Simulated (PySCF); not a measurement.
1,1,1-trifluoro-2,2,2-trichloroethane, C₂Cl₃F₃.
Bonds: F1–C2, C2–F3, C2–F4, C2–C5, C5–Cl6, C5–Cl7, C5–Cl8.

A GFN2-xTB structure was refined with PBE0-D3(BJ)/def2-SVP geometry optimisation, gas phase in PySCF. Its GFN2-xTB values:

| coordinate | GFN2-xTB |
| --- | --- |
| F1–C2 | 1.331 Å |
| C2–C5 | 1.542 Å |
| C5–Cl6 | 1.771 Å |
| F1–C2–F3 | 107.5° |
| F1–C2–C5 | 111.4° |
| C2–C5–Cl6 | 108.5° |
| Cl6–C5–Cl7 | 110.4° |
| Cl7–C5–Cl8 | 110.4° |

How do these coordinates change at the PBE0-D3(BJ)/def2-SVP level?

```json
{"coordinate": "C2–C5", "PBE0-D3(BJ)/def2-SVP (Å or °)": "1.557", "change": "+0.015"}
{"coordinate": "F1–C2", "PBE0-D3(BJ)/def2-SVP (Å or °)": "1.322", "change": "-0.009"}
{"coordinate": "C5–Cl6", "PBE0-D3(BJ)/def2-SVP (Å or °)": "1.766", "change": "-0.005"}
{"coordinate": "F1–C2–F3", "PBE0-D3(BJ)/def2-SVP (Å or °)": "108.8", "change": "+1.3"}
{"coordinate": "F1–C2–C5", "PBE0-D3(BJ)/def2-SVP (Å or °)": "110.1", "change": "-1.3"}
{"coordinate": "Cl7–C5–Cl8", "PBE0-D3(BJ)/def2-SVP (Å or °)": "110.5", "change": "+0.1"}
{"coordinate": "Cl6–C5–Cl7", "PBE0-D3(BJ)/def2-SVP (Å or °)": "110.5", "change": "+0.1"}
{"coordinate": "C2–C5–Cl6", "PBE0-D3(BJ)/def2-SVP (Å or °)": "108.5", "change": "0.0"}
```

The energy falls by 0.020 eV over 8 energy and gradient evaluations, the largest force component goes from 0.0250 to 1.7e-04 Eh/bohr, and the atoms move by 0.011 Å rms after alignment. The bond that changes most is C2–C5 (CF3 carbon to CCl3 carbon), which lengthens by 0.015 Å. Bonds longer at the end by more than 0.005 Å: 1 of 7; shorter: 5. Rotational constants go from 1318, 1106, 1106 to 1323, 1115, 1114 MHz.

The run used 124 basis functions and 56 SCF cycles in all.

PBE0-D3(BJ)/def2-SVP frequencies: not computed here.

The values belong to the conformer `[F:1][C:2]([F:3])([F:4])[C:5]([Cl:6])([Cl:7])[Cl:8]`: F1–C2–C5–Cl6 -60°.
